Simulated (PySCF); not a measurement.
Radial density of Mg (magnesium, neutral)

UHF, [Ne] 3p2, high-spin 3P determinant (an excited configuration). Calculation: PySCF 2.14, in aug-cc-pCVQZ; the non-relativistic Hamiltonian (point nucleus).

```tsv
r (bohr)	4πr²ρ (e/bohr)	4πr²(ρα − ρβ)
0.00224	0.06510	0.0000
0.00377	0.1777	0.0000
0.00633	0.4725	0.0000
0.0107	1.206	0.0000
0.0179	2.867	0.0000
0.0301	6.060	0.0001
0.0507	10.54	0.0006
0.0853	13.33	0.0032
0.143	10.63	0.0141
0.241	7.374	0.0414
0.406	10.37	0.0639
0.683	9.379	0.0214
1.15	2.742	0.0076
1.93	0.4142	0.2541
3.25	0.5321	0.5313
5.46	0.2570	0.2570
9.19	0.01758	0.0176
15.5	4.957e-05	0.0000
```
